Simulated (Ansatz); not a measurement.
Two members of one family (Same ligands, another metal), computed with Ansatz in the gas phase. The two geometries come from different levels. HOMO and LUMO are taken over both spins. Binding counts from free atoms in the multiplicity of their measured ground term, without zero-point energy. The structures are stationary points that may keep the symmetry of their start. Remarks come from the PBE and PBE0 runs and from stability tests at other levels; not every state was tested.

First: MnBr2 (sextet, charge 0, B3LYP-D4/def2-TZVP geometry).

```tsv
atom	x (Å)	y (Å)	z (Å)
Mn1	0.001	0.000	0.002
Br2	-1.681	1.519	0.577
Br3	1.680	-1.519	-0.579
```

```tsv
level	HOMO (eV)	LUMO (eV)	gap (eV)	binding per atom (eV)
PBE-D4/def2-SVP	-6.46	-4.30	2.16	2.61
PBE-D4/def2-TZVPD	-6.78	-4.54	2.25	2.62
BLYP-D4/def2-TZVP	-6.53	-4.54	1.99	2.43
r2SCAN-D4/def2-TZVP	-7.13	-3.78	3.36	2.63
PBE0-D4/def2-TZVP	-8.15	-3.02	5.13	2.50
```

Metal–donor distances: 2 × Br 2.34 Å. Remarks: spin-contaminated (⟨S²⟩ up to 2.71) (doublet), spin-contaminated (⟨S²⟩ up to 4.74) (quartet).

Second: CoBr2 (quartet, charge 0, PBE0-D4/def2-TZVP geometry).

Cartesian coordinates in Å:
```
Co 0.000 0.000 -0.001
Br 1.233 -1.737 0.664
Br -1.233 1.737 -0.664
```

Q: Estimate the same table for the second.

A: 
```json
{"level": "PBE-D4/def2-SVP", "HOMO (eV)": "-6.27", "LUMO (eV)": "-5.46", "gap (eV)": "0.81", "binding per atom (eV)": "2.65"}
{"level": "PBE-D4/def2-TZVPD", "HOMO (eV)": "-6.50", "LUMO (eV)": "-5.98", "gap (eV)": "0.52", "binding per atom (eV)": "2.46"}
{"level": "BLYP-D4/def2-TZVP", "HOMO (eV)": "-6.39", "LUMO (eV)": "-5.82", "gap (eV)": "0.57", "binding per atom (eV)": "2.32"}
{"level": "r2SCAN-D4/def2-TZVP", "HOMO (eV)": "-7.07", "LUMO (eV)": "-5.41", "gap (eV)": "1.66", "binding per atom (eV)": "2.48"}
{"level": "PBE0-D4/def2-TZVP", "HOMO (eV)": "-8.62", "LUMO (eV)": "-4.02", "gap (eV)": "4.60", "binding per atom (eV)": "2.38"}
```

Metal–donor distances: 2 × Br 2.23 Å. Remarks: spin-contaminated (⟨S²⟩ up to 1.76) (doublet).
